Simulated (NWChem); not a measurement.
System: ZrBr₄; SMILES [Br][Zr]([Br])([Br])[Br]

Not confirmed as a minimum by frequencies. def2 effective core potentials on Zr; no spin-orbit coupling.

Give the equilibrium geometry at PBE-D3(BJ)/def2-SVP with def2 effective core potentials on Zr (NWChem) as a list of bonds and angles, with the point group.

point group Td; any orientation.
Bond lengths (Å): Zr1–Br2 2.482, Zr1–Br3 2.482, Zr1–Br4 2.482, Zr1–Br5 2.482. Bond angles (°): Br2–Zr1–Br3 109.5, Br2–Zr1–Br4 109.5, Br2–Zr1–Br5 109.5, Br3–Zr1–Br4 109.5, Br3–Zr1–Br5 109.5, Br4–Zr1–Br5 109.5.
